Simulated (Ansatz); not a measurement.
`NB[SeH]` + H₂S → `NBS` + H₂Se  (ligand exchange at a B–Se bond)

Calculated with Ansatz (gas phase, PBE0-D4/def2-TZVP geometries, no zero-point term in ΔE). CCSD(T)/CBS adds triple-zeta CCSD(T) − MP2 to the extrapolated MP2 energy (def2 sets, frozen cores). This one scheme is used for every species. DFT in def2-TZVPP. For Se outer-core shells are correlated without core-valence functions, which leaves a few kJ/mol of doubt a bond. Scalar relativity is left out up to krypton. One conformer a species, not always the lowest.

| level | ΔE (eV) |
| --- | --- |
| PBE-QIDH | -0.05 |
| CCSD/def2-SVP | -0.11 |

(1) What does CCSD(T)/CBS give? (Estimate.)

Largest T1 diagnostic among the species: 0.012.

Results:

(1) The calculation gave: -0.03 eV. The listed levels differ from it by -0.02, -0.08 eV.

In def2-TZVPP, CCSD(T) changes the Hartree–Fock value by +0.03 eV (the triples alone add −0.00 eV) and MP2 by +0.05 eV. Leaving LDA and LC-ωPBE aside and taking each functional with its dispersion term where it has one, the values, not all of them listed here, spread over 0.06 eV, from B97M-V to PBE-QIDH. At CCSD(T), def2-SVP lies −0.08 eV from the extrapolated value and def2-TZVPP −0.01 eV.
